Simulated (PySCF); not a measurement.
Al(AsH2)(F)(OH) (AlAsFH3O), SMILES [F][Al]([OH])[AsH2]. Geometry: PBE0-D3(BJ)/def2-SVP. The structure was generated by enumeration; whether it is a known compound was not checked. One conformer was computed; it need not be the lowest.

Computed equilibrium geometry at PBE0-D3(BJ)/def2-SVP (PySCF confirms it by a frequency run) as Cartesian coordinates in Å (one conformer of several):
```xyz
7

Al     0.8670     0.5520     0.0376
As    -1.1729    -0.7176    -0.0086
H     -0.4589    -1.8277    -0.7737
H     -1.5932    -0.0033    -1.2899
F      0.8531     2.1964    -0.2373
O      2.3280    -0.2062     0.4338
H      3.1831     0.2186     0.5227
```
